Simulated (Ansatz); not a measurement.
Job for Ansatz (a program for electronic structure): R-CCSD(T)/def2-TZVPP on Cl2OZr (SMILES [O]=[Zr]([Cl])[Cl]). Elements past Kr take the def2 small-core potentials; no spin–orbit coupling.

Ansatz 0.2 input:
```yaml
crystal:
  periodic: [false, false, false]
  atoms:
    - {symbol: Zr, position_ang: [0.11532033, -0.00154618, -0.33160966]}
    - {symbol: O, position_ang: [1.79859200, -0.00737433, 0.09803050]}
    - {symbol: Cl, position_ang: [-0.94807777, 2.09079796, 0.11018618]}
    - {symbol: Cl, position_ang: [-0.96593457, -2.08187745, 0.12339298]}
basis:
  gaussian:
    orbitals: def2-TZVPP
magnetization: {spin_polarized: false}
correlation: {method: ccsd_t, electrons: outside_noble_gas}
scf: {lower_state_search: off}
```

The log:

```
WARN ansatz: RAYON_NUM_THREADS=4 ignored (pool sized by the plan → 4); use --threads N
Functional definition: HF
these checks for a lower state are left out or cut short: stability, starts, cluster_reference, orbital_swaps, neighbouring_geometries, increment
integrals: 0.50 GiB planned
1093 factors; integrals over basis functions are off by at most 4.4e-4 eV
mean field: 0.61 GiB planned
mean field evaluation 1: about -28308.6236 eV, gradient 6.4e1 eV
mean field evaluation 2: about -28308.7704 eV, gradient 6.5e1 eV
mean field evaluation 4: about -28317.5389 eV, gradient 5.1e0 eV
mean field evaluation 8: about -28317.6510 eV, gradient 5.0e-1 eV
mean field evaluation 16: about -28317.6533 eV, gradient 2.0e-6 eV
mean field -28317.65325246 eV, -1040.6545626330 hartree, gradient 2.0e-6 eV, S^2 0.000000; 0 other end points of the search recorded, 0 dependent functions left out
15 core orbitals not correlated
reference -28317.65325246 eV, -1040.6545626330 hartree; 12, 12 occupied and 144, 144 virtual orbitals, 1093 factors
second order -20.36845546 eV of doubles, -0.00000000 eV of singles
coupled cluster: 1.35 GiB planned
cycle   1  -19.58482488 eV  change    7.8e-1 eV  update   1.9e-1
cycle   2  -20.31603862 eV  change   -7.3e-1 eV  update   1.2e-1
cycle   3  -20.50526403 eV  change   -1.9e-1 eV  update   2.9e-2
cycle   4  -20.50391065 eV  change    1.4e-3 eV  update   1.1e-2
cycle   5  -20.49447939 eV  change    9.4e-3 eV  update   3.5e-3
cycle   6  -20.49600035 eV  change   -1.5e-3 eV  update   1.7e-3
cycle   7  -20.49555339 eV  change    4.5e-4 eV  update   8.3e-4
cycle   8  -20.49535195 eV  change    2.0e-4 eV  update   4.0e-4
cycle   9  -20.49567852 eV  change   -3.3e-4 eV  update   1.7e-4
cycle  10  -20.49565051 eV  change    2.8e-5 eV  update   7.7e-5
cycle  11  -20.49557089 eV  change    8.0e-5 eV  update   2.7e-5
cycle  12  -20.49557105 eV  change   -1.6e-7 eV  update   1.6e-5
perturbative correction -1.10850154 eV, -0.0407366802 hartree
Total energy: -28339.25732504 eV, -1041.4484976568 hartree
Checks for a lower state left out: stability, starts, cluster_reference, orbital_swaps, neighbouring_geometries, increment
```

Self-consistency was reached.

Cost: around 60 core-seconds (rough).
